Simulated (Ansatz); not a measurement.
Reaction (silylene formation by 1,1-elimination): `C[SiH](F)C#N` → acetonitrile + `F[SiH]`

Isolated molecules relaxed with PBE0-D4/def2-TZVP in Ansatz; ΔE leaves out vibrations. CCSD(T)/CBS adds triple-zeta CCSD(T) − MP2 to the extrapolated MP2 energy (def2 sets, frozen cores). This one scheme is used for every species. Functionals use def2-TZVPP. HSE06 is defined as in plane-wave codes.

| level | ΔE (kJ/mol) | difference from CCSD(T)/CBS |
| --- | --- | --- |
| B97M-V | 256.4 | -6.5 |
| PBE0-D4 | 262.4 | -0.5 |
| BHLYP-D4 | 263.4 | 0.5 |
| CAM-B3LYP-D4 | 256.6 | -6.3 |
| PBE-QIDH | 274.1 | 11.2 |
| BLYP | 219.2 | -43.7 |
| r2SCAN | 274.6 | 11.7 |
| r2SCANh | 275.7 | 12.8 |
| r2SCAN0 | 277.1 | 14.2 |
| HSE06 | 255.8 | -7.1 |
| LC-ωPBE | 268.4 | 5.5 |
| MP2/def2-SVP | 257.7 | -5.2 |
| CCSD/def2-SVP | 233.1 | -29.8 |
| CCSD(T)/def2-SVP | 235.0 | -27.9 |
| CCSD/def2-TZVPP | 253.6 | -9.3 |
| SCS-MP2/def2-QZVPP | 268.3 | 5.4 |
| CCSD(T)/CBS | 262.9 | 0 |

Largest T1 diagnostic among the species: 0.015.

From BLYP to BHLYP (50 % exact exchange), in def2-TZVPP and without D4, ΔE moves by +33.8 kJ/mol. At CCSD(T), def2-SVP lies −27.9 kJ/mol from the extrapolated value and def2-TZVPP −6.2 kJ/mol. In def2-TZVPP, CCSD(T) changes the Hartree–Fock value by +10.0 kJ/mol (the triples alone add +3.1 kJ/mol) and MP2 by +29.1 kJ/mol.
